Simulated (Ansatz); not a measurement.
```yaml
crystal:
  periodic: [false, false, false]
  atoms:
    - {symbol: O, position_ang: [1.927006, 0.918975, -1.499101]}
    - {symbol: B, position_ang: [0.834516, 0.234687, -1.129427]}
    - {symbol: O, position_ang: [0.303134, 0.249049, 0.111746]}
    - {symbol: Si, position_ang: [2.616206, 1.439751, -0.732584]}
    - {symbol: H, position_ang: [2.316206, 1.439751, -0.782584]}
    - {symbol: H, position_ang: [-1.182264, -0.165805, 2.095670]}
    - {symbol: H, position_ang: [-2.237478, -0.153728, -0.094183]}
    - {symbol: H, position_ang: [-0.832476, -2.022268, 0.566440]}
basis:
  gaussian: {orbitals: def2-mTZVPP, nuclear_model: gaussian, point_charges: [{charge: 0.50, position_ang: [6.086, 0.541, -0.479]}]}
magnetization: {spin_polarized: true, initial_magnetization: 3}
hamiltonian: {xc: {name: PBE-QIDH}}
```

```sh
$ ansatz run in.yaml --threads 2 --pin off --events-out ev --progress --plain --max-ram 32768MiB --backend cpu
```

It prints (some lines left out):

```
Functional definition: PBE-QIDH
1042 factors; integrals over basis functions are off by at most 9.2e-4 eV
mean field evaluation 1: about -12492.9975 eV, gradient 4.8e1 eV
mean field evaluation 2: about -12493.0116 eV, gradient 4.8e1 eV
mean field evaluation 4: about -12498.7805 eV, gradient 2.3e1 eV
mean field evaluation 8: about -12503.4257 eV, gradient 7.0e0 eV
mean field evaluation 16: about -12507.3209 eV, gradient 2.6e-2 eV
mean field evaluation 64: about -12507.3221 eV, gradient 3.1e-4 eV
mean field -12507.32280160 eV, -459.6356351907 hartree, gradient 7.0e-6 eV, S^2 4.728420; 18 other end points of the search recorded, 0 dependent functions left out
8 core orbitals not correlated: weight in the atoms' cores, before any rotation towards them, 0.996 or more for the frozen orbitals, at most 0.001 for the correlated occupied ones
reference -12507.32281417 eV, -459.6356356528 hartree; 13, 10 occupied and 93, 96 virtual orbitals, 1042 factors
second order -17.20720156 eV of doubles, -0.00000000 eV of singles
Total energy: -12513.05854802 eV, -459.8464199841 hartree
```

In this input one atom was put on top of another. The calculation finished and met its thresholds. The result belongs to that input, not to the molecule as meant.
